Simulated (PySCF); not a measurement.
H4Al2F2O4, singlet (B3LYP/def2-SVP optimised geometry):

```
12

Al     1.408     0.000     0.000
Al    -1.408     0.000     0.000
F      0.001     1.172     0.000
O      2.132     0.024     1.531
H      3.077    -0.014     1.695
O      2.293    -0.022    -1.441
H      1.980    -0.048    -2.347
F     -0.001    -1.172     0.023
O     -2.327     0.020     1.419
H     -2.039     0.046     2.334
O     -2.095    -0.024    -1.549
H     -3.035     0.016    -1.735
```

Calculation: B3LYP/def2-TZVP (PySCF).

Problem. What are the frontier orbital energies and the dipole moment?

Solution. HOMO-2 -9.07 eV, HOMO-1 -8.79 eV, HOMO -8.73 eV, LUMO -0.76 eV, LUMO+1 0.18 eV; dipole moment 0.04 D.

Meta-Löwdin charges at B3LYP/def2-TZVP: Al1 1.35, Al2 1.35, F3 -0.48, O4 -0.79, H5 0.36, O6 -0.79, H7 0.36, F8 -0.48, O9 -0.79, H10 0.36, O11 -0.79, H12 0.36.
